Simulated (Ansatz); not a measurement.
The molecule BeS+, multiplicity 2 (lowest of 2S+1 = 2, 4 at CCSD(T)/def2-TZVPP on PBE0 minima; our sources give no spin for the ground state, which may be another).

Constants: fifth-degree fit in 1/R to seven points, most abundant isotopes. Runs in def2 and cc sets follow the lowest solution found near the PBE0 minimum.

Correlated levels freeze the cores. CBS: X⁻³ extrapolation of the correlation energy, Hartree–Fock from the larger set.

Run with Ansatz (Gaussian orbitals). Values without a source in brackets are computed.

What bond length and harmonic frequency does CCSD/aug-cc-pV(T+d)Z give?

r_e = 1.846 Å, ω_e = 869 cm⁻¹.

What bond length and harmonic frequency does CCSD(T)/aug-cc-pV(T+d)Z give?

r_e = 1.851 Å, ω_e = 860 cm⁻¹.

What bond length and harmonic frequency does CCSD(T)/CBS(aug-cc-pV(T+d)Z, aug-cc-pV(Q+d)Z) give?

r_e = 1.839 Å, ω_e = 875 cm⁻¹.

Ansatz is an electronic-structure program.
